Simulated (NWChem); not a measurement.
AlHSCl₂; SMILES [Cl][Al]([SH])[Cl]

```xyz
5

Al     0.0083    -0.0221     0.0000
Cl     1.5507    -1.4269     0.0000
Cl    -1.9820    -0.6628     0.0000
S      0.5013     2.0844     0.0000
H     -0.7979     2.4611     0.0000
```
Atoms are numbered in this order, from 1.

Results from NWChem. Structure relaxed at the PBE0/def2-SVP level. Vertical excitations in the gas phase; the lowest state need not have the same character in each row.

For level Hartree-Fock/def2-SVP, TDHF:

```
Item                                      Value
----------------------------------------  -----
lowest excitation, singlet (eV)            7.21
oscillator strength of that lowest state  0.043
lowest state with f > 0.02, singlet (eV)   7.21
oscillator strength of that bright state  0.043
orbital gap (eV)                          13.09
```

Task: What are these values for level B3LYP/def2-SVP, full TDDFT?

Result: 
* **lowest excitation, singlet (eV)**: 5.67
* **oscillator strength of that lowest state**: 0.021
* **lowest state with f > 0.02, singlet (eV)**: 5.67
* **oscillator strength of that bright state**: 0.021
* **orbital gap (eV)**: 6.74
